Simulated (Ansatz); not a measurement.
Total energies of Cu3H2⁺ from Ansatz at r2SCAN-D4/def2-TZVP, gas phase (1 Eh = 27.2114 eV = 2625.5 kJ/mol). The reference geometry is relaxed at B3LYP-D4/def2-TZVP.

```csv
atom,x (Å),y (Å),z (Å)
Cu1,-0.094,0.076,0.048
Cu2,0.522,1.461,-1.999
Cu3,-0.142,-1.770,1.802
H4,-0.937,-1.184,0.595
H5,0.651,1.418,-0.446
```

```json
{"state": "charge 1 singlet", "geometry": "reference", "energy (Eh)": "-4922.50885"}
{"state": "charge 0 doublet", "geometry": "reference", "energy (Eh)": "-4922.71408"}
{"state": "charge 1 triplet", "geometry": "relaxed at B3LYP-D4/def2-TZVP", "energy (Eh)": "-4922.41117"}
{"state": "charge 1 quintet", "geometry": "relaxed at B3LYP-D4/def2-TZVP", "energy (Eh)": "-4922.31028"}
```

Task: Work out the vertical electron affinity, to the doublet.

Result: E(charge 1 singlet) − E(charge 0 doublet) = -4922.50885 − (-4922.71408) = 0.20523 Eh = 5.58 eV.

Task: Which of the charge 1 states is lowest, and how far above it are the others?

Result: The singlet. triplet: -4922.41117 − (-4922.50885) = 0.09768 Eh = 256.5 kJ/mol; quintet: -4922.31028 − (-4922.50885) = 0.19857 Eh = 521.3 kJ/mol. The triplet differs in its bonds from the reference. The quintet differs in its bonds from the reference.

The structure comes from a short search, and lower isomers may exist.
